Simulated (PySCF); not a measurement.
## Nuclear quadrupole coupling in `CC(C)(C)CCS(=O)(=O)Cl`

Compound: C6H13ClO2S.
Structure used (GFN2-xTB), in Å, numbered top down from 1:
```xyz
23
C6H13ClO2S angstrom
C     -1.6277    1.4249   -0.6182
C     -0.9652    0.1487   -0.0924
C     -1.4936   -0.1551    1.3107
C     -1.2951   -1.0104   -1.0346
C      0.5573    0.3990   -0.0512
C      1.3891   -0.7600    0.4379
S      3.1092   -0.2433    0.3149
O      3.9854   -1.2790    0.7590
O      3.3676    0.3805   -0.9414
Cl     3.1928    1.2251    1.7294
H     -2.7068    1.3013   -0.6661
H     -1.2670    1.6592   -1.6169
H     -1.4090    2.2686    0.0317
H     -1.2008    0.6246    2.0096
H     -1.1173   -1.1075    1.6748
H     -2.5794   -0.2085    1.2970
H     -0.8641   -0.8393   -2.0181
H     -0.9192   -1.9543   -0.6477
H     -2.3726   -1.1019   -1.1480
H      0.9039    0.6556   -1.0542
H      0.7511    1.2584    0.5942
H      1.3234   -1.6408   -0.1935
H      1.2332   -1.0188    1.4792
```

Field gradients from the PBE0/pcSseg-1 density (PySCF, non-relativistic), principal values in atomic units, ordered |Vxx| ≤ |Vyy| ≤ |Vzz|:

```csv
atom,Vxx,Vyy,Vzz
S7,-0.4676,-0.5053,0.9729
O8,-0.4599,-0.8374,1.2973
O9,-0.4590,-0.8190,1.2780
Cl10,-1.6410,-1.8972,3.5382
```

Find the asymmetry η = (Vxx − Vyy)/Vzz and the couplings χ = eQV/h (234.96 MHz × Q in barn × V in au), with Q(33S) = −0.0678 b, Q(17O) = −0.0256 b, Q(35Cl) = −0.0817 b.

```
atom           environment  nucleus     η  χzz (MHz)  χxx (MHz)  χyy (MHz)
  S7       sulfonyl sulfur      33S  0.04     -15.50       7.45       8.05
  O8       sulfonyl oxygen      17O  0.29      -7.80       2.77       5.04
  O9       sulfonyl oxygen      17O  0.28      -7.69       2.76       4.93
Cl10  chlorine bonded to S     35Cl  0.07     -67.92      31.50      36.42
```

The gradient is axial or nearly so (η below 0.05) at S7. The tensor is traceless: Vxx + Vyy + Vzz = 0.

What is Vzz at S7 in SI units (1 au = 9.71736 × 10²¹ V/m²)?

0.9729 au = 9.454 × 10²¹ V/m².

And the gradient at the other heavy atoms, for which no coupling is worked out here?

```csv
atom,environment,Vzz (au),η
C1,methyl carbon,0.057,0.03
C2,quaternary sp3 carbon,0.049,0.21
C3,methyl carbon,0.042,0.29
C4,methyl carbon,0.042,0.33
C5,chain CH2 carbon,0.136,0.55
C6,sp3 carbon bound to sulfur,0.319,0.04
```

Were the hydrogens deuterons (Q(2H) = 0.00286 b), χzz would run from 198 kHz (H20 and H21) to 213 kHz (H15, H18, H16 and H11).

The structure is a single GFN2-xTB conformer in the gas phase; no vibrational or solvent corrections. GFN2-xTB bond lengths can be off by several hundredths of an ångström, more for odd bonds, and the gradients follow them. A larger basis could move these couplings by a tenth or more.

These values come from a run that also computed NMR shieldings. Time: 84 s wall (with the writing of density and orbital grids). Hardware: one thread of an Arm Neoverse V1, no GPU, shared host.
